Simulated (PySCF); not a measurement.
PySCF input file for C₂H₅AlClF, SMILES [Al]([CH2]C)([Cl])[F], TDDFT-PBE/def2-SVPD. Geometry: B3LYP-D3(BJ)/def2-SVP. The structure was generated by enumeration; whether it is a known compound was not checked. One conformer was computed; it need not be the lowest.

```python
import numpy as np
from pyscf import gto, scf, dft, tdscf

mol = gto.M(
    atom='''
    Al    0.21105256    0.13468641    0.00000000
    F     1.86660791   -0.04185104    0.00000000
    Cl   -0.50543951    2.11036259    0.00000000
    C    -0.96415071   -1.41291788   -0.00000000
    C    -0.27232921   -2.78484823   -0.00000000
    H    -1.63423582   -1.30943329    0.87390793
    H    -1.63423582   -1.30943329   -0.87390793
    H     0.37070007   -2.91788359   -0.88467570
    H     0.37070007   -2.91788359    0.88467570
    H    -1.00473175   -3.60919761   -0.00000000
    ''',
    basis='def2-SVPD',
    charge=0,
    spin=0,
    symmetry=True,
    max_memory=1600,
    verbose=4,
)
mf = dft.RKS(mol, xc='pbe').density_fit(auxbasis='def2-universal-jkfit')
mf.grids.level = 3
mf.conv_tol = 1e-9
mf.max_cycle = 100
mf.kernel()
mf.grids = dft.Grids(mol).set(level=1).build(with_non0tab=True)  # coarser grid for the response kernel
td = tdscf.TDDFT(mf)
td.singlet = True
td.nstates = 10
td.conv_tol = 1e-4
td.positive_eig_threshold = 1e-6
td.kernel(x0=td.get_init_guess(mf, 15))
td.analyze()
tt = tdscf.TDA(mf)
tt.singlet = False
tt.nstates = 4
tt.conv_tol = 1e-4
tt.positive_eig_threshold = 1e-6
tt.kernel(x0=tt.get_init_guess(mf, 9))
tt.analyze(verbose=3)
```

Output:

```
PySCF version 2.14.0

[INPUT] verbose = 4
[INPUT] num. atoms = 10
[INPUT] num. electrons = 56
[INPUT] charge = 0
[INPUT] spin (= nelec alpha-beta = 2S) = 0
[INPUT] symmetry True subgroup None
[INPUT] Mole.unit = angstrom
[INPUT] Symbol           X                Y                Z      unit          X                Y                Z       unit  Magmom
[INPUT]  1 Al     0.211052560000   0.134686410000   0.000000000000 AA    0.398831536288   0.254520427601   0.000000000000 Bohr   0.0
[INPUT]  2 F      1.866607910000  -0.041851040000   0.000000000000 AA    3.527377731847  -0.079087003628   0.000000000000 Bohr   0.0
[INPUT]  3 Cl    -0.505439510000   2.110362590000   0.000000000000 AA   -0.955142246434   3.988007318628   0.000000000000 Bohr   0.0
[INPUT]  4 C     -0.964150710000  -1.412917880000   0.000000000000 AA   -1.821980784705  -2.670027829701   0.000000000000 Bohr   0.0
[INPUT]  5 C     -0.272329210000  -2.784848230000   0.000000000000 AA   -0.514627622619  -5.262600453180   0.000000000000 Bohr   0.0
[INPUT]  6 H     -1.634235820000  -1.309433290000   0.873907930000 AA   -3.088258122754  -2.474470296488   1.651446645786 Bohr   0.0
[INPUT]  7 H     -1.634235820000  -1.309433290000  -0.873907930000 AA   -3.088258122754  -2.474470296488  -1.651446645786 Bohr   0.0
[INPUT]  8 H      0.370700070000  -2.917883590000  -0.884675700000 AA    0.700521606657  -5.514000848463  -1.671794782058 Bohr   0.0
[INPUT]  9 H      0.370700070000  -2.917883590000   0.884675700000 AA    0.700521606657  -5.514000848463   1.671794782058 Bohr   0.0
[INPUT] 10 H     -1.004731750000  -3.609197610000   0.000000000000 AA   -1.898667836155  -6.820395012335   0.000000000000 Bohr   0.0

nuclear repulsion = 261.024189601153
point group symmetry = Cs
symmetry origin: [ 1.01235325e-09 -1.01235336e-09  0.00000000e+00]
symmetry axis x: [ 1.00000000e+00 -1.82830511e-09  3.99780753e-19]
symmetry axis y: [-1.82830511e-09 -1.00000000e+00 -4.41900485e-19]
symmetry axis z: [ 1.03817679e-18 -4.41900433e-19  1.00000000e+00]
num. orbitals of irrep A' = 102
num. orbitals of irrep A" = 52
number of shells = 66
number of NR pGTOs = 230
number of NR cGTOs = 154
basis = def2-SVPD
ecp = {}


******** <class 'pyscf.df.df_jk.DFSymAdaptedRKS'> ********
method = DFSymAdaptedRKS
initial guess = minao
damping factor = 0
level_shift factor = 0
DIIS = <class 'pyscf.scf.diis.CDIIS'>
diis_start_cycle = 1
diis_space = 8
diis_damp = 0
SCF conv_tol = 1e-09
SCF conv_tol_grad = None
SCF max_cycles = 100
direct_scf = False
XC library pyscf.dft.libxc version 7.1.2
    S. Lehtola, C. Steigemann, M. J. T. Oliveira, and M. A. L. Marques,  SoftwareX 7, 1–5 (2018)
XC functionals = pbe
    J. P. Perdew, K. Burke, and M. Ernzerhof,  Phys. Rev. Lett. 77, 3865 (1996)
    J. P. Perdew, K. Burke, and M. Ernzerhof,  Phys. Rev. Lett. 78, 1396 (1997)
    J. P. Perdew, K. Burke, and M. Ernzerhof,  Phys. Rev. Lett. 77, 3865 (1996)
    J. P. Perdew, K. Burke, and M. Ernzerhof,  Phys. Rev. Lett. 78, 1396 (1997)
radial grids:
    Treutler-Ahlrichs [JCP 102, 346 (1995); DOI:10.1063/1.469408] (M4) radial grids

becke partition: Becke, JCP 88, 2547 (1988); DOI:10.1063/1.454033
pruning grids: <function nwchem_prune>
grids dens level: 3
symmetrized grids: True
atomic radii adjust function: <function treutler_atomic_radii_adjust>
small_rho_cutoff = 0
Freeze 0 electrons in irreps []
    56 free electrons in irreps A' A"
Set gradient conv threshold to 3.16228e-05
Initial guess from minao.
tot grids = 129600
init E= -880.962954599592
HOMO (A') = -0.333697724372195  LUMO (A') = -0.0863528504567932  gap/eV = 6.73060
cycle= 1 E= -880.842989322452  delta_E= 0.12  |g|= 0.762  |ddm|= 3.79
HOMO (A') = -0.182514514878771  LUMO (A") = -0.0368333840924584  gap/eV = 3.96419
cycle= 2 E= -880.394598368785  delta_E= 0.448  |g|= 1.71  |ddm|= 2.28
HOMO (A') = -0.250838729745173  LUMO (A') = -0.0548999100680225  gap/eV = 5.33177
cycle= 3 E= -880.962584532265  delta_E= -0.568  |g|= 0.241  |ddm|= 1.43
HOMO (A') = -0.269825523104403  LUMO (A') = -0.0589440561554366  gap/eV = 5.73838
cycle= 4 E= -880.975769852095  delta_E= -0.0132  |g|= 0.0681  |ddm|= 0.33
HOMO (A') = -0.265226681754715  LUMO (A') = -0.0592012216920468  gap/eV = 5.60624
cycle= 5 E= -880.976662368698  delta_E= -0.000893  |g|= 0.0241  |ddm|= 0.0852
HOMO (A') = -0.266223683549363  LUMO (A') = -0.0590597484497946  gap/eV = 5.63722
cycle= 6 E= -880.976814894895  delta_E= -0.000153  |g|= 0.00689  |ddm|= 0.0407
HOMO (A') = -0.265797040895683  LUMO (A') = -0.0588965801370338  gap/eV = 5.63005
cycle= 7 E= -880.976825696955  delta_E= -1.08e-05  |g|= 0.00206  |ddm|= 0.0101
HOMO (A') = -0.265930221201082  LUMO (A') = -0.0590217417018986  gap/eV = 5.63027
cycle= 8 E= -880.976826686113  delta_E= -9.89e-07  |g|= 0.000454  |ddm|= 0.00243
HOMO (A') = -0.265926355594843  LUMO (A') = -0.0590101208917568  gap/eV = 5.63048
cycle= 9 E= -880.976826734161  delta_E= -4.8e-08  |g|= 7e-05  |ddm|= 0.000672
HOMO (A') = -0.265927960332228  LUMO (A') = -0.0590117365487584  gap/eV = 5.63048
cycle= 10 E= -880.976826734984  delta_E= -8.24e-10  |g|= 4.68e-05  |ddm|= 0.000144
HOMO (A') = -0.265928487316572  LUMO (A') = -0.0590123124481203  gap/eV = 5.63048
cycle= 11 E= -880.976826735504  delta_E= -5.2e-10  |g|= 7.15e-06  |ddm|= 5.41e-05
HOMO (A') = -0.265928208033427  LUMO (A') = -0.0590119387326982  gap/eV = 5.63048
Extra cycle  E= -880.976826735485  delta_E= 1.96e-11  |g|= 1.31e-05  |ddm|= 2.22e-05
converged SCF energy = -880.976826735485
tot grids = 40688
Overwritten attributes  positive_eig_threshold  of <class 'pyscf.tdscf.rks.CasidaTDDFT'>


******** <class 'pyscf.tdscf.rks.CasidaTDDFT'> for <class 'pyscf.df.df_jk.DFSymAdaptedRKS'> ********
nstates = 10 singlet
deg_eia_thresh = 1.000e-03
wfnsym = None
conv_tol = 0.0001
eigh lindep = 1e-12
eigh level_shift = 0
eigh max_cycle = 100


Excitation energies (eV)
[5.92030072 5.95890907 6.49913002 6.58949049 6.64456296 7.022225
 7.13483533 7.33295085 7.41954705 7.78884203]

** Singlet excitation energies and oscillator strengths **
Excited State   1:   A"      5.92030 eV    209.42 nm  f=0.0101
      28 -> 30       -0.70212
Excited State   2:   A'      5.95891 eV    208.07 nm  f=0.1127
      28 -> 29       -0.69400
Excited State   3:   A'      6.49913 eV    190.77 nm  f=0.0120
      27 -> 29       -0.69992
Excited State   4:   A"      6.58949 eV    188.15 nm  f=0.0000
      27 -> 30        0.70333
Excited State   5:   A"      6.64456 eV    186.59 nm  f=0.0314
      26 -> 29        0.70068
Excited State   6:   A'      7.02223 eV    176.56 nm  f=0.0347
      26 -> 30        0.66332
      28 -> 31       -0.14383
Excited State   7:   A"      7.13484 eV    173.77 nm  f=0.0065
      25 -> 29        0.70588
Excited State   8:   A'      7.33295 eV    169.08 nm  f=0.0105
      25 -> 30        0.69159
      28 -> 32        0.10047
Excited State   9:   A'      7.41955 eV    167.10 nm  f=0.1193
      24 -> 29       -0.13665
      26 -> 30        0.10860
      28 -> 31        0.67242
Excited State  10:   A'      7.78884 eV    159.18 nm  f=0.0527
      24 -> 29       -0.58236
      28 -> 32       -0.34372

** Transition electric dipole moments (AU) **
state          X           Y           Z        Dip. S.      Osc.
  1         0.0000      0.0000     -0.2633      0.0693      0.0101
  2        -0.4477     -0.7562     -0.0000      0.7722      0.1127
  3        -0.2417      0.1308     -0.0000      0.0755      0.0120
  4         0.0000      0.0000      0.0045      0.0000      0.0000
  5         0.0000     -0.0000      0.4394      0.1931      0.0314
  6         0.1292     -0.4301      0.0000      0.2017      0.0347
  7        -0.0000     -0.0000     -0.1930      0.0373      0.0065
  8        -0.1516     -0.1883     -0.0000      0.0584      0.0105
  9        -0.0755     -0.8065      0.0000      0.6561      0.1193
 10        -0.0739      0.5203     -0.0000      0.2762      0.0527

** Transition velocity dipole moments (imaginary part, AU) **
state          X           Y           Z        Dip. S.      Osc.
  1         0.0000      0.0000     -0.0581      0.0034      0.0103
  2        -0.1016     -0.1691     -0.0000      0.0389      0.1185
  3        -0.0553      0.0327     -0.0000      0.0041      0.0115
  4         0.0000      0.0000     -0.0001      0.0000      0.0000
  5         0.0000     -0.0000      0.1027      0.0105      0.0288
  6         0.0322     -0.1113      0.0000      0.0134      0.0347
  7        -0.0000     -0.0000     -0.0511      0.0026      0.0066
  8        -0.0421     -0.0519     -0.0000      0.0045      0.0111
  9        -0.0222     -0.2244      0.0000      0.0508      0.1243
 10        -0.0234      0.1535     -0.0000      0.0241      0.0561

** Transition magnetic dipole moments (imaginary part, AU) **
state          X           Y           Z
  1        -0.5955      0.3169      0.0000
  2        -0.0000      0.0000     -0.3004
  3        -0.0000     -0.0000     -0.2287
  4        -0.1354     -0.0909     -0.0000
  5        -0.4448     -0.1376     -0.0000
  6         0.0000      0.0000     -0.1132
  7         0.4666      0.3184     -0.0000
  8        -0.0000     -0.0000     -0.4467
  9         0.0000      0.0000      0.1243
 10        -0.0000     -0.0000     -0.4789
Overwritten attributes  positive_eig_threshold  of <class 'pyscf.tdscf.rks.TDA'>


******** <class 'pyscf.tdscf.rks.TDA'> for <class 'pyscf.df.df_jk.DFSymAdaptedRKS'> ********
nstates = 4 triplet
deg_eia_thresh = 1.000e-03
wfnsym = None
conv_tol = 0.0001
eigh lindep = 1e-12
eigh level_shift = 0
eigh max_cycle = 100


Excitation energies (eV)
[5.3718383  5.46274567 6.31973753 6.41807421]

** Triplet excitation energies and oscillator strengths **
Excited State   1:   A'      5.37184 eV    230.80 nm  f=0.0000
Excited State   2:   A"      5.46275 eV    226.96 nm  f=0.0000
Excited State   3:   A'      6.31974 eV    196.19 nm  f=0.0000
Excited State   4:   A"      6.41807 eV    193.18 nm  f=0.0000
```

The calculation finished and met its thresholds.

Cost: around 90 core-seconds (rough).
